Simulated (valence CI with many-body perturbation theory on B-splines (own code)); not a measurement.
A CI+MBPT run for La LIII

Calculated by valence CI with perturbative core correlation (CI+MBPT): three valence electrons over a frozen Dirac-Fock core [He], a basis of 11 s, 11 p, 9 d, 7 f, 5 g, 2 h, 1 i functions for each j, with the one-electron correlation potential Σ1 (screened to all orders), the two-electron term Σ2, the three-electron term Σ3, Breit, model QED; selected single and double excitations, second order for the rest (own B-spline code, finite nucleus).

Command, and the settings that its task file holds:

```sh
python run_cv.py task.json out
```

```
atom La  Z=57  mass_number=139  rms_radius_fm=4.8550
core [He]
valence 2s2 2p1
avg = 1
basis = L
breit = 1
cap = 40000
capref = 1200
cscale = 1
de = 0.0
dress = 0
eps = 2e-08
h = 0.27
hh = 1
l2 = 3
lcore = 6
maxit = 60
n2 = 5
natural = 1
nlev = 60
nno = [7, 7, 6, 5, 4, 2, 1]
nroot = 26
nsp = [4, 4, 3, 2, 1, 0, 0]
pt2 = 1
qed = 1
rpa = 1
s1 = 1
s2 = 1
s3 = 1
screen = 1
tol = 2e-05
```

It took 110 s on 1 thread of Arm Neoverse V1, on a shared host.

Log. The first blocks belong to the next ion, which gives the ionisation energy. Fields: 2J, parity (1 odd), roots, reference size, generating configurations, candidates as configurations/state functions, variational space P, stored matrix elements, Davidson steps; e2 is the range of second-order energies in hartree. The first line gives the box (bohr), its intervals, the orbitals and the steps of their self-consistent field. Window is the range of levels sought, series limit the energy at which the first omitted orbital would enter, core excitation an estimate of the first excitation out of the core, left out the lowest levels not solved, and shifts from estimates the range by which levels moved from their first estimate, all in cm⁻¹.

```
rmax 1.6 intervals 55 orbitals 81 references ['2s2 2p', '2s 2p2', '2p3'] scf 2 t 0.5
2J=0 par=0 roots 2 ref 18 generators 3 cand 364/364 P 360/360 nnz 0 it 0
2J=0 par=0 roots 2 ref 18 generators 3 cand 22/22 P 370/370 nnz 0 it 0
   second order: generators 4 cand 12/12 e2 -0.00000 -0.00000
2J=0 par=1 roots 2 ref 16 generators 3 cand 314/314 P 298/298 nnz 0 it 0
2J=0 par=1 roots 2 ref 16 generators 5 cand 32/32 P 321/321 nnz 0 it 0
   second order: generators 6 cand 9/9 e2 -0.00000 -0.00000
2J=2 par=1 roots 2 ref 41 generators 2 cand 828/828 P 762/762 nnz 0 it 0
2J=2 par=1 roots 2 ref 41 generators 2 cand 107/107 P 823/823 nnz 0 it 0
   second order: generators 3 cand 46/46 e2 -0.00000 -0.00000
reference levels 513, estimated 415, window 53725852 1/cm; series limit 71139882, core excitation 271750042
2J=1 par=1 roots 15 ref 48 generators 13 cand 6094/9129 P 5422/8000 nnz 5.9e+06 it 4
2J=1 par=1 roots 15 ref 48 generators 13 cand 2835/4257 P 6424/9588 nnz 8.4e+06 it 4
   second order: generators 17 cand 4423/6694 e2 -0.00001 -0.00000
2J=1 par=0 roots 16 ref 50 generators 15 cand 5996/8988 P 5359/8000 nnz 5.9e+06 it 4
2J=1 par=0 roots 16 ref 50 generators 15 cand 2947/4328 P 6560/9897 nnz 9e+06 it 4
   second order: generators 19 cand 4851/7127 e2 -0.00001 -0.00000
2J=3 par=1 roots 21 ref 72 generators 16 cand 8392/16955 P 4025/7999 nnz 6.6e+06 it 5
2J=3 par=1 roots 21 ref 72 generators 16 cand 6236/12667 P 7524/15653 nnz 2.3e+07 it 5
   second order: generators 18 cand 3694/6505 e2 -0.00001 -0.00000
2J=3 par=0 roots 19 ref 70 generators 14 cand 8428/16985 P 4010/7998 nnz 6.6e+06 it 4
2J=3 par=0 roots 19 ref 70 generators 14 cand 6247/12697 P 7473/15544 nnz 2.3e+07 it 5
   second order: generators 19 cand 6388/14105 e2 -0.00001 -0.00000
2J=5 par=0 roots 14 ref 66 generators 13 cand 9328/20920 P 3694/8000 nnz 6.9e+06 it 5
2J=5 par=0 roots 14 ref 66 generators 13 cand 7391/16626 P 7216/16660 nnz 2.7e+07 it 7
   second order: generators 15 cand 6475/16421 e2 -0.00001 -0.00000
2J=5 par=1 roots 13 ref 62 generators 9 cand 9311/20989 P 3707/7999 nnz 6.9e+06 it 5
2J=5 par=1 roots 13 ref 62 generators 10 cand 7391/16691 P 7183/16570 nnz 2.7e+07 it 7
   second order: generators 14 cand 6429/15236 e2 -0.00001 -0.00000
2J=7 par=1 roots 6 ref 43 generators 5 cand 7200/17926 P 3451/7999 nnz 7.8e+06 it 4
2J=7 par=1 roots 6 ref 43 generators 5 cand 5031/12627 P 5053/12311 nnz 1.8e+07 it 4
   second order: generators 6 cand 4775/13080 e2 -0.00001 -0.00001
2J=7 par=0 roots 5 ref 41 generators 5 cand 7180/17852 P 3395/8000 nnz 8.1e+06 it 5
2J=7 par=0 roots 5 ref 41 generators 5 cand 5016/12393 P 4757/11728 nnz 1.7e+07 it 5
   second order: generators 9 cand 7696/22097 e2 -0.00002 -0.00000
2J=9 par=1 roots 2 ref 20 generators 2 cand 4627/12562 P 2403/5431 nnz 3.7e+06 it 4
2J=9 par=1 roots 2 ref 20 generators 2 cand 3423/9649 P 3044/7298 nnz 6.9e+06 it 4
   second order: generators 4 cand 6037/16532 e2 -0.00001 -0.00001
2J=9 par=0 roots 2 ref 23 generators 2 cand 3174/8180 P 2468/5839 nnz 5.5e+06 it 4
2J=9 par=0 roots 2 ref 23 generators 2 cand 1965/4864 P 2897/6949 nnz 7.9e+06 it 4
   second order: generators 4 cand 3791/10143 e2 -0.00001 -0.00001
left out: unestimated 74652600, estimated 58643103, shifts from estimates -23 to 73
operators 0.2
```

The Davidson iterations converged.

The last digits are not significant, and no measured levels were compared; by estimate large intervals hold to a few tenths of a per cent, small ones and those within an open d or f shell to about a per cent.

```
Valence energy                            : -1185.325 hartree
Ionisation energy                         : 10422 eV (NIST: 10426 ± 4 eV (theoretical))
Reference configurations for the orbitals : 2s2 2p, 2s 2p2, 2p3
Radial orbitals                           : 81
Box radius                                : 1.59 bohr
Largest variational space                 : 16660
Lowest levels                             : (2s^2 2p1/2) J=1/2 0.0, (2s 2p1/2^2) J=1/2 177.5, (2s^2 2p3/2) J=3/2 454.6, (2s 2p1/2 2p3/2) J=3/2 [a] 578.3, (2s 2p1/2 2p3/2) J=5/2 611.7, (2s 2p1/2 2p3/2) J=1/2 664.6, (2s 2p1/2 2p3/2) J=3/2 [b] 665.1, (2p1/2^2 2p3/2) J=3/2 853.8, (2s 2p3/2^2) J=5/2 1051.0, (2s 2p3/2^2) J=1/2 1129.7, (2s 2p3/2^2) J=3/2 1130.7, (2p1/2 2p3/2^2) J=3/2 1274.1, (2p1/2 2p3/2^2) J=5/2 1294.5, (2p1/2 2p3/2^2) J=1/2 1335.4 eV
```

Levels are named by their leading jj configuration (3d3/2^4 stands for four electrons in 3d with j = 3/2), which in mixed levels can hold well under half, so a name can repeat and another be missing. Letters in brackets count levels of one name in rising energy.
